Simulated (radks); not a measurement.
Results of a calculation; reference values are marked as such.
Q: The table gives one normalised radial function P(r) = r R(r) (large component) of Au2+ in [Xe] 4f14 5d9 (r in bohr). Code: a radial shooting solver on a logarithmic mesh with Libxc functionals. Model: Dirac Kohn-Sham, PBE, spin-unpolarised, spherical densities, finite nucleus; open shells fill j = l - 1/2 first; Fermi nuclear charge, rms radius 5.4371 fm.

r	P
0.002309	0.0001
0.003529	0.0004
0.005436	0.0010
0.008306	0.0029
0.01279	0.0084
0.01971	0.0234
0.03012	0.0591
0.04639	0.1338
0.07088	0.2407
0.1092	0.2946
0.1668	0.1143
0.257	-0.2959
0.3958	-0.4004
0.6049	0.1574
0.9317	0.8061
1.424	0.8564
2.193	0.4767
3.351	0.1445
5.162	0.0174

Which n and l does it have? It may be an empty orbital.

A: n = 5, l = 2: the number of nodes gives n - l - 1 = 2, the rise at small r points to l (for j = l - 1/2 the large component starts outside the nucleus as r^gamma with gamma = sqrt(l^2 - (Z/c)^2) = 1.92 and the r^(l+1) term takes over further out; the orbital of l - 1 with the same j starts with the same power, but with a larger coefficient, and does not steepen), and the extent must fit the shell. The curve is that of 5d3/2; the two j differ most near the nucleus, where j = l - 1/2 has the larger amplitude, and in heavy atoms j = l - 1/2 is also the more compact. 5d3/2: eigenvalue -28.305 eV, 2 radial nodes at r = 0.190, 0.552 bohr, <r> = 1.47 bohr, 90 % of the charge inside 2.25 bohr.
